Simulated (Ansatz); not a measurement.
**Nudged elastic band run: ClGeH7Si3**

Input file:

```yaml
crystal:
  periodic: [false, false, false]
  atoms:
    - { symbol: Si, position_ang: [-2.080178, -0.154894, 0.500221] }
    - { symbol: Si, position_ang: [0.143959, 0.307813, 1.026677] }
    - { symbol: Ge, position_ang: [1.60218, -1.143527, -0.228751] }
    - { symbol: Si, position_ang: [1.237514, 1.112321, -0.864577] }
    - { symbol: Cl, position_ang: [0.066191, 1.570195, -2.51788] }
    - { symbol: H, position_ang: [-2.905219, 1.091147, 0.520918] }
    - { symbol: H, position_ang: [-2.101089, -0.742582, -0.873448] }
    - { symbol: H, position_ang: [-2.659519, -1.140668, 1.462876] }
    - { symbol: H, position_ang: [0.458222, 0.793826, 2.403554] }
    - { symbol: H, position_ang: [2.991399, -1.483497, 0.32832] }
    - { symbol: H, position_ang: [0.932159, -2.31551, -0.954091] }
    - { symbol: H, position_ang: [2.39138, 2.050175, -0.76982] }
basis:
  gaussian: { orbitals: def2-SVP }
hamiltonian:
  xc: pbe0
  dispersion: d4
neb:
  order_check: false
  images: 5
  f_tol: 0.05
  max_iterations: 58
  final_atoms:
    - { symbol: Si, position_ang: [-2.09077192, -0.0725168, 0.47558225] }
    - { symbol: Si, position_ang: [0.12476218, 0.46479119, 0.96531371] }
    - { symbol: Ge, position_ang: [1.59437856, -1.17144879, -0.01988479] }
    - { symbol: Si, position_ang: [1.26812836, 0.96359169, -1.00101903] }
    - { symbol: Cl, position_ang: [0.14536214, 1.18047389, -2.73531936] }
    - { symbol: H, position_ang: [-2.67833689, -0.9283273, 1.55176875] }
    - { symbol: H, position_ang: [-2.92265037, 1.15989735, 0.3229632] }
    - { symbol: H, position_ang: [-2.08888483, -0.83375864, -0.80984674] }
    - { symbol: H, position_ang: [0.41150493, 1.15594924, 2.25795387] }
    - { symbol: H, position_ang: [2.9673182, -1.4415022, 0.61206061] }
    - { symbol: H, position_ang: [0.91901021, -2.43136211, -0.57297444] }
    - { symbol: H, position_ang: [2.42717844, 1.89901148, -1.01259903] }
  initial_path:
    images:
      - { positions_ang: [[-2.080178, -0.154894, 0.500221], [0.143959, 0.307813, 1.026677], [1.60218, -1.143527, -0.228751], [1.237514, 1.112321, -0.864577], [0.066191, 1.570195, -2.51788], [-2.905219, 1.091147, 0.520918], [-2.101089, -0.742582, -0.873448], [-2.659519, -1.140668, 1.462876], [0.458222, 0.793826, 2.403554], [2.991399, -1.483497, 0.32832], [0.932159, -2.31551, -0.954091], [2.39138, 2.050175, -0.76982]] }
      - { positions_ang: [[-2.05409697, -0.14042255, 0.47972696], [0.12214672, 0.35116668, 0.9660406], [1.57018227, -1.14038546, -0.17418169], [1.26080758, 1.0733763, -0.89652573], [0.08017168, 1.35100301, -2.59101821], [-2.89446696, 0.84378502, 0.89056076], [-2.23060381, -0.29304064, -0.82971287], [-2.48660378, -1.26551451, 1.07302879], [0.4776966, 0.87964964, 2.32289858], [2.94642315, -1.42047621, 0.4771213], [0.89335912, -2.29805794, -0.90692697], [2.39198341, 2.00371565, -0.77701252]] }
      - { positions_ang: [[-2.02801594, -0.1259511, 0.45923291], [0.10033445, 0.39452037, 0.90540421], [1.53818453, -1.13724392, -0.11961238], [1.28410116, 1.03443161, -0.92847446], [0.09415236, 1.13181101, -2.66415643], [-2.88371493, 0.59642305, 1.26020352], [-2.36011862, 0.15650073, -0.78597773], [-2.31368856, -1.39036103, 0.68318159], [0.49717119, 0.96547329, 2.24224315], [2.90144731, -1.35745542, 0.62592259], [0.85455924, -2.28060588, -0.85976293], [2.39258682, 1.9572563, -0.78420503]] }
      - { positions_ang: [[-2.00193491, -0.11147965, 0.43873887], [0.07852217, 0.43787405, 0.84476781], [1.5061868, -1.13410237, -0.06504308], [1.30739474, 0.99548691, -0.96042319], [0.10813303, 0.91261902, -2.73729464], [-2.87296289, 0.34906107, 1.62984628], [-2.48963342, 0.60604209, -0.7422426], [-2.14077334, -1.51520754, 0.29333438], [0.51664579, 1.05129693, 2.16158773], [2.85647146, -1.29443463, 0.77472389], [0.81575936, -2.26315382, -0.8125989], [2.39319023, 1.91079694, -0.79139755]] }
      - { positions_ang: [[-2.03154725, -0.09849203, 0.45102], [0.09393551, 0.44684643, 0.88494978], [1.53558405, -1.14655118, -0.04999031], [1.29430594, 0.98485517, -0.97395514], [0.12054274, 1.00190398, -2.73663622], [-2.80808756, -0.07673505, 1.60382044], [-2.63397241, 0.79066051, -0.387174], [-2.12347717, -1.28805791, -0.07439266], [0.48159884, 1.08618103, 2.19370977], [2.89342038, -1.34345715, 0.7205028], [0.85017631, -2.31922325, -0.73272408], [2.40451963, 1.90686846, -0.86513138]] }
      - { positions_ang: [[-2.06115959, -0.08550442, 0.46330112], [0.10934885, 0.45581881, 0.92513174], [1.5649813, -1.15899999, -0.03493755], [1.28121715, 0.97422343, -0.98748708], [0.13295244, 1.09118893, -2.73597779], [-2.74321223, -0.50253118, 1.57779459], [-2.77831139, 0.97527893, -0.0321054], [-2.106181, -1.06090828, -0.4421197], [0.44655188, 1.12106514, 2.22583182], [2.93036929, -1.39247968, 0.6662817], [0.88459326, -2.37529268, -0.65284926], [2.41584904, 1.90293997, -0.9388652]] }
      - { positions_ang: [[-2.09077192, -0.0725168, 0.47558225], [0.12476218, 0.46479119, 0.96531371], [1.59437856, -1.17144879, -0.01988479], [1.26812836, 0.96359169, -1.00101903], [0.14536214, 1.18047389, -2.73531936], [-2.67833689, -0.9283273, 1.55176875], [-2.92265037, 1.15989735, 0.3229632], [-2.08888483, -0.83375864, -0.80984674], [0.41150493, 1.15594924, 2.25795387], [2.9673182, -1.4415022, 0.61206061], [0.91901021, -2.43136211, -0.57297444], [2.42717844, 1.89901148, -1.01259903]] }
```

Command:

```bash
$ ansatz run input.yaml --threads 2 --pin off --max-ram 3072MiB --backend cpu --events-out ev --progress --plain --runs-dir out
```

Output, in part (warnings, iteration lines, the closing report on the highest movable image, with atoms numbered from 0):

```
NEB end point (image 0): max|allowed force component| = 1.334e-2 eV/Å (the criterion of neb.relax_end_points is 1.000e-2)
NEB end point (image 6): max|allowed force component| = 1.245e-2 eV/Å (the criterion of neb.relax_end_points is 1.000e-2)
NEB iter   1: max|band force component| = 4.664e0 eV/Å  barrier→ = 1.1974 eV  barrier← = 1.1975 eV  Δτ_max = 0.1966 Å  (182 SCF iters)
NEB iter   2: max|band force component| = 1.684e0 eV/Å  barrier→ = 0.1928 eV  barrier← = 0.1929 eV  Δτ_max = 0.1231 Å  (143 SCF iters)
NEB iter   3: max|band force component| = 4.348e-1 eV/Å  barrier→ = 0.0626 eV  barrier← = 0.0626 eV  CI = image 3  Δτ_max = 0.0563 Å  (126 SCF iters)
NEB iter   4: max|band force component| = 6.991e-2 eV/Å  barrier→ = 0.0570 eV  barrier← = 0.0571 eV  CI = image 3  Δτ_max = 0.0202 Å  (129 SCF iters)
NEB iter   5: max|band force component| = 2.953e-2 eV/Å  barrier→ = 0.0554 eV  barrier← = 0.0555 eV  CI = image 3  Δτ_max = 0.0425 Å  (124 SCF iters)
NEB iter   6: max|band force component| = 5.166e-2 eV/Å  barrier→ = 0.0537 eV  barrier← = 0.0538 eV  CI = image 3  Δτ_max = 0.0145 Å  (26 SCF iters)
NEB iter   7: max|band force component| = 2.207e-2 eV/Å  barrier→ = 0.0535 eV  barrier← = 0.0536 eV  CI = image 3  Δτ_max = 0.0000 Å  (255 SCF iters)
Total energy: -92748.92690143 eV, -3408.4601961471 hartree
Atom 0 at    -2.146722    -0.076119     0.495129 Å, force    -0.003984    -0.000916     0.005989 eV/Å
Atom 1 at     0.107087     0.392843     0.925687 Å, force     0.002888     0.008539     0.007310 eV/Å
Atom 2 at     1.661410    -1.163628    -0.057622 Å, force    -0.003658    -0.004301    -0.006157 eV/Å
Atom 3 at     1.303593     0.985897    -0.987507 Å, force    -0.000509     0.000555    -0.001376 eV/Å
Atom 4 at     0.206938     1.126914    -2.745891 Å, force    -0.000870     0.001773     0.002859 eV/Å
Atom 5 at    -2.988699     0.457562     1.610081 Å, force     0.002195    -0.002243    -0.005984 eV/Å
Atom 6 at    -2.557117     0.570087    -0.786410 Å, force     0.000983     0.000628    -0.002749 eV/Å
Atom 7 at    -2.360372    -1.550985     0.386478 Å, force     0.001965     0.002045    -0.000128 eV/Å
Atom 8 at     0.422987     1.047674     2.231071 Å, force    -0.001003    -0.003991    -0.001133 eV/Å
Atom 9 at     2.992557    -1.445963     0.650647 Å, force    -0.000561     0.002859     0.001423 eV/Å
Atom 10 at     1.040190    -2.398916    -0.719938 Å, force     0.003315    -0.000663     0.001691 eV/Å
Atom 11 at     2.395148     1.999433    -0.967728 Å, force    -0.000762    -0.004284    -0.001745 eV/Å
Dipole moment:     0.100981    -0.055927     0.244365 e Å
```

The forces met the threshold. The band force fell under the threshold earlier too, but the program's further tests of the path sent the band on. A vibrational analysis at the climbing image gives one clearly imaginary mode, 103i cm⁻¹: a first-order saddle point.

Final band (atoms are numbered from 1 in the order of the input):

```csv
image,path coordinate (Å),energy (eV),dihedral H6–Si1–Si2–Ge3 (°)
0,0.00,0.000,-145
1,0.82,0.013,-166
2,1.64,0.039,173
3,2.45,0.054,152
4,3.25,0.040,132
5,4.04,0.013,112
6,4.83,0.000,92
```

The run took 2.7 min on 2 threads of Intel(R) Xeon(R) Platinum 8488C (Sapphire Rapids), with other jobs on the host, peak memory 0.47 GiB.
